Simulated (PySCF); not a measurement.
## Electronic absorption of ZrBrF3

Species: ZrBrF3 (singlet state).
Bonds: Zr1–Br2, Zr1–F3, Zr1–F4, Zr1–F5.

Computed, not measured: TDDFT wB97X-D/def2-SVPD, vertical, gas phase, core orbitals frozen in the response, def2 core potentials past Kr (PySCF 2.14.0, density-fitted response routines). Isolated species at its PBE0-D3(BJ)/def2-SVP geometry, gas phase. Spin–orbit coupling is left out.

```tsv
state	E (eV)	λ (nm)	f	|μ| (D)	main configurations (H = HOMO, L = LUMO)
S1	5.99	206.9	0.0000	0.01	H-1/H→L/L+1 (98%)
S2	6.07	204.1	0.0007	0.18	H-1/H→L/L+1 (≥96%)
S3	6.08	204.1	0.0006	0.16	H-1/H→L/L+1 (≥96%)
S4	6.67	185.9	0.087	1.85	H-1/H→L/L+1 (≥82%), H-2→L+2 (13%)
S5	6.89	179.9	0.0033	0.36	H-1/H→L+2 (≥90%)
S6	6.90	179.8	0.0034	0.36	H-1/H→L+2 (≥90%)
S7	7.04	176.2	0.0043	0.40	H-2→L/L+1 (≥83%)
S8	7.04	176.2	0.0042	0.40	H-2→L/L+1 (≥82%)
S9	7.61	162.9	0.0003	0.11	H-1/H→L+5 (≥52%), H-1/H→L+4 (≥43%)
```

Triplets, Tamm–Dancoff:

```tsv
state	E (eV)	λ (nm)	main configurations (H = HOMO, L = LUMO)
T1	5.72	216.8	H-1/H→L/L+1 (≥95%)
T2	5.85	211.8	H-1/H→L/L+1 (98%)
T3	5.85	211.8	H-1/H→L/L+1 (98%)
```

The lowest singlet lies at 5.99 eV (207 nm, ultraviolet) and is dark (f under 0.0005); its leading configuration is HOMO-1/HOMO→LUMO/LUMO+1 (98%). The strongest level in the table is S4 at 6.67 eV (186 nm, f = 0.087). S2/S3, S5/S6 and S7/S8 lie within about 0.01 eV of each other in each set. For S1 the Löwdin share of zirconium is 9% in HOMO-1 and 71% in LUMO (ligand-to-metal charge transfer by this measure); for S4 the Löwdin share of zirconium is 9% in HOMO-1 and 71% in LUMO+1. Of the 9 states listed, 1 reaches f = 0.01 and 2 stay under 0.0005. The listed states span 1.62 eV, and the widest gap between neighbours is 0.59 eV (S3 to S4). The vertical ionisation energy (ΔSCF) is 11.78 eV, 4.16 eV above S9. Orbitals of the list HOMO-3 to LUMO+2 that lie within 0.01 eV of each other are written together with a slash and their weights summed (≥ marks a lower bound); for degenerate orbitals outside that list single weights are arbitrary. Only the lowest 10 singlets were computed, as vertical energies without vibronic structure. The highest level found (7.65 eV, f 0.0004 so far) is left out, since the window may have cut off a degenerate partner.
